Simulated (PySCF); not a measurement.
Gas-phase reaction: 2 WO3 + 3 F2 = 2 WO2F2 + 2 FO

Computed with PySCF and rigid-rotor harmonic-oscillator thermochemistry at 1 bar. † marks an energy on the PBE0/def2-TZVP geometry and frequencies. MP2 and CCSD(T) freeze the core. Open shells (unrestricted): FO (multiplicity 2, electronic degeneracy 4); the rest are closed-shell singlets. Spin-orbit splitting is ignored; it lowers the true energy and changes the entropy of FO. B3LYP is the form with VWN-RPA correlation. W: scalar-relativistic def2 core potential, no spin-orbit coupling. WO2F2: computed as isolated molecules; such fragments, hydroxides, amides, oligomers or adducts are transient or little studied in the gas. MP2 isn't extrapolated to the basis-set limit; its ΔH°(298 K) is -1068.8 kJ in def2-SVP and -1068.6 kJ in def2-TZVPP. CCSD(T) isn't extrapolated to the basis-set limit; its ΔH°(298 K) is -1126.3 kJ in def2-SVP and -1137.8 kJ in def2-TZVPP. The harmonic model lacks anharmonicity and excited electronic states, which grow with temperature; levels with a mode under 35 cm⁻¹ are left out. Warning, large T1 diagnostic: WO2F2, WO3 (CCSD(T)/def2-SVP†).

```
level              ΔE electronic, kJ  ΔH°(298 K), kJ  ΔS°(298 K), J/K  ΔG°(800 K), kJ
-----------------  -----------------  --------------  ---------------  --------------
B3LYP/def2-TZVP†               -1168           -1165             -108           -1083
CCSD(T)/def2-SVP†              -1129           -1126             -108           -1044
MP2/def2-TZVPP†                -1072           -1069             -108            -986
PBE0/def2-QZVP†                -1198           -1195             -108           -1112
PBE0/def2-SVP†                 -1193           -1190             -108           -1107
r2SCAN/def2-TZVP†              -1190           -1186             -108           -1104
```
ΔH° is lowest at PBE0/def2-QZVP† and highest at MP2/def2-TZVPP†. No reference value is set beside these.
